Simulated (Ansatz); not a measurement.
Born–Oppenheimer molecular dynamics of AlH4NO2 (8 atoms, charge 0, multiplicity 1). It starts at the highest image of a converged band. Of that band: The profile has 2 maxima (images 3, 7) with wells between them (image 6): this band takes more than one step, which may be the mechanism or a detour left from its start path. A vibrational analysis at the climbing image gives one clearly imaginary mode, 313i cm⁻¹: a first-order saddle point.

Level of theory: Ansatz 0.2.0, RKS PBE-D4/def2-SVPD.

```json
{
  "ensemble": "NVE (velocity Verlet)",
  "time step": "0.5 fs",
  "steps asked": "200",
  "starting velocities drawn for": "100 K",
  "seed": "4060"
}
```

First frame:

```xyz
8
Properties=species:S:1:pos:R:3
N -0.494 1.235 0.223
Al 0.175 -0.408 -0.081
O 1.823 -0.730 -0.488
O -0.748 -1.867 -0.003
H -0.898 1.845 -0.487
H -0.527 1.697 1.131
H 2.452 0.002 -0.565
H -1.690 -1.831 0.216
```

(1) How far do the bonds stretch over the last three quarters of this one trajectory? (Pairs bonded in most of those frames.)

Results:

(1) 
```tsv
bond	mean (Å)	spread (Å)	shortest	longest
N1–Al2	1.793	0.008	1.78	1.80
N1–H5	1.022	0.009	1.01	1.04
N1–H6	1.021	0.010	1.01	1.04
Al2–O3	1.726	0.015	1.70	1.75
Al2–O4	1.725	0.003	1.72	1.73
O3–H7	0.968	0.011	0.95	0.99
O4–H8	0.968	0.010	0.95	0.99
```

Mean temperature of the second half: 191 K. The conserved energy stayed within 0.073 meV per atom of its start (net change 0.026 meV per atom), so the integration is sound. The system heated up, since it started high on the potential surface and ran downhill. A run of 0.1 ps of so small a system gives no equilibrium averages. The orbitals stay closed-shell, which can raise the energy where a bond breaks towards radicals; this wasn't checked here.

The run took 6.1 min on 2 threads of Arm Neoverse V1, with other jobs on the host, peak memory 0.14 GiB.
